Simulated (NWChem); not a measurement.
The numbers come from NWChem runs, not from measurements. System: H3GaSe, charge 0, spin multiplicity 1, at a geometry optimised with PBE/def2-SVP. The structure started from a generated list of species. Level: PBE/def2-TZVPD.

Job file:

```
start mol
memory heap 200 mb stack 900 mb global 1100 mb
geometry units angstroms nocenter noautoz
  Ga     0.056051    -1.183821     0.000000
  H      1.504626    -1.797744     0.000000
  H     -1.306534    -1.971002     0.000000
  Se    -0.012893     1.154995     0.000000
  H     -1.497293     1.197349     0.000000
  symmetry group Cs
end
basis spherical
  * library def2-tzvpd
end
dft
  xc xpbe96 cpbe96
  semidirect memsize 60000000 filesize 0
  iterations 100
end
task dft energy
```

Part of the output:

```
             Northwest Computational Chemistry Package (NWChem) 7.3.0
             --------------------------------------------------------

                                NWChem Input Module
                                -------------------

 Scaling coordinates for geometry "geometry" by  1.889725989
 (inverse scale =  0.529177249)

 Turning off AUTOSYM since
 SYMMETRY directive was detected!

                             Geometry "geometry" -> ""
                             -------------------------

 Output coordinates in angstroms (scale by  1.889725989 to convert to a.u.)

  No.       Tag          Charge          X              Y              Z
 ---- ---------------- ---------- -------------- -------------- --------------
    1 Ga                  31.0000     0.05605100    -1.18382100     0.00000000
    2 H                    1.0000     1.50462600    -1.79774400     0.00000000
    3 H                    1.0000    -1.30653400    -1.97100200     0.00000000
    4 Se                  34.0000    -0.01289300     1.15499500     0.00000000
    5 H                    1.0000    -1.49729300     1.19734900     0.00000000

 Effective nuclear repulsion energy (a.u.)     288.3274695878

            Nuclear Dipole moment (a.u.)
            ----------------------------
        X                 Y               Z
 ---------------- ---------------- ----------------
     0.0000340151    -0.0000340151     0.0000000000

      Symmetry information
      --------------------

 Group name             Cs
 Group number              2
 Group order               2
 No. of unique centers     5

      Symmetry unique atoms

     1    2    3    4    5


 Summary of "ao basis" -> "" (spherical)
 ------------------------------------------------------------------------------
       Tag                 Description            Shells   Functions and Types
 ---------------- ------------------------------  ------  ---------------------
 *                         def2-tzvpd                 on all atoms

  pbe96 is a nonlocal functional; adding pw91lda local functional.

                                 NWChem DFT Module
[...]
 Vector   34  Occ=2.000000D+00  E=-2.304184D-01  Symmetry=a"
              MO Center= -4.6D-02,  9.2D-01, -3.6D-13, r^2= 2.2D+00
   Bfn.  Coefficient  Atom+Function         Bfn.  Coefficient  Atom+Function
  ----- ------------  ---------------      ----- ------------  ---------------
    91      0.478541  4 Se pz                85     -0.310737  4 Se pz
    94      0.296771  4 Se pz                88      0.273865  4 Se pz
    19      0.142021  1 Ga pz                82      0.094830  4 Se pz
    22      0.079412  1 Ga pz                13     -0.059613  1 Ga pz
    24     -0.048110  1 Ga d -1

 Vector   35  Occ=0.000000D+00  E=-8.720136D-02  Symmetry=a"
              MO Center=  4.6D-02, -1.0D+00,  1.7D-14, r^2= 4.2D+00
   Bfn.  Coefficient  Atom+Function         Bfn.  Coefficient  Atom+Function
  ----- ------------  ---------------      ----- ------------  ---------------
    22      0.511275  1 Ga pz                19      0.479839  1 Ga pz
    91     -0.189538  4 Se pz                13     -0.187370  1 Ga pz
    94     -0.179048  4 Se pz                85      0.119648  4 Se pz
    88     -0.113761  4 Se pz                10      0.070875  1 Ga pz
    44     -0.055376  1 Ga d -1              63      0.051564  2 H  pz

 Vector   36  Occ=0.000000D+00  E=-3.983577D-02  Symmetry=a'
              MO Center= -4.1D-01,  1.0D-01, -2.1D-14, r^2= 6.6D+00
   Bfn.  Coefficient  Atom+Function         Bfn.  Coefficient  Atom+Function
  ----- ------------  ---------------      ----- ------------  ---------------
     6      0.741602  1 Ga s                  7     -0.690307  1 Ga s
     5      0.392542  1 Ga s                 89     -0.262810  4 Se px
    66     -0.229320  3 H  s                131     -0.228539  5 H  s
   132     -0.216378  5 H  s                 90      0.172577  4 Se py
    92     -0.168117  4 Se px                93      0.159483  4 Se py

 Vector   37  Occ=0.000000D+00  E=-3.483472D-02  Symmetry=a'
              MO Center= -2.9D-01,  3.9D-01, -1.5D-14, r^2= 8.4D+00
   Bfn.  Coefficient  Atom+Function         Bfn.  Coefficient  Atom+Function
  ----- ------------  ---------------      ----- ------------  ---------------
    79      0.600095  4 Se s                  6      0.351094  1 Ga s
    77     -0.336022  4 Se s                 96      0.332647  4 Se py
    78     -0.311263  4 Se s                  5      0.308485  1 Ga s
    57     -0.198123  2 H  s                 21      0.187338  1 Ga py
   136     -0.178667  5 H  px                90      0.173867  4 Se py

 center of mass
 --------------
 x =   0.01924571 y =   0.08721710 z =   0.00000000

 moments of inertia (a.u.)
 ------------------
         750.525883405720          27.701502015138           0.000000000000
          27.701502015138          23.124238698229           0.000000000000
           0.000000000000           0.000000000000         773.650122103949

     Multipole analysis of the density
     ---------------------------------

     L   x y z        total         alpha         beta         nuclear
     -   - - -        -----         -----         ----         -------
     0   0 0 0     -0.000000    -34.000000    -34.000000     68.000000

     1   1 0 0     -0.185715     -0.092874     -0.092874      0.000034
     1   0 1 0     -0.262381     -0.131173     -0.131173     -0.000034
     1   0 0 1     -0.000000     -0.000000     -0.000000      0.000000

     2   2 0 0    -27.499338    -25.026843    -25.026843     22.554349
     2   1 1 0     -0.702826      7.658170      7.658170    -16.019167
     2   1 0 1      0.000000      0.000000      0.000000      0.000000
     2   0 2 0    -28.409079   -188.028293   -188.028293    347.647508
     2   0 1 1     -0.000000     -0.000000     -0.000000      0.000000
     2   0 0 2    -27.369402    -13.684701    -13.684701      0.000000

 Task  times  cpu:       15.6s     wall:       15.6s

 Total times  cpu:       15.7s     wall:       15.7s
```
